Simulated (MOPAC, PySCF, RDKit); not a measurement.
Relaxed torsion scan: H6Cl3NSi3, SMILES Cl[Si](Cl)(Cl)[SiH2][SiH2]N. Scanned: dihedral H8–N1–Si2–Si3; all other coordinates were relaxed at GFN2-xTB. Heavy atoms are numbered in the order of the SMILES N[SiH2][SiH2][Si](Cl)(Cl)Cl, hydrogens after them in the order of the atoms that carry them; the mirror image has the same energies with the sign of each dihedral reversed.

Methods: RKS-B3LYP/6-31G* = restricted B3LYP/6-31G*, spherical d, density fitting // GFN2-xTB in PySCF; UFF // GFN2-xTB (RDKit); PM6, restricted, heats of formation // GFN2-xTB (MOPAC).

Energies in eV, each method relative to its own lowest point.

```csv
φ / °,RKS-B3LYP/6-31G*,UFF,PM6
-150,0.008,0.092,0.064
-120,0.018,0.191,0.000
-90,0.001,0.060,0.084
-60,0.009,0.000,0.140
-30,0.030,0.117,0.093
0,0.034,0.211,0.021
30,0.030,0.118,0.093
60,0.009,0.000,0.140
90,0.000,0.055,0.086
120,0.018,0.177,0.005
150,0.008,0.094,0.064
180,0.026,0.036,0.150
```
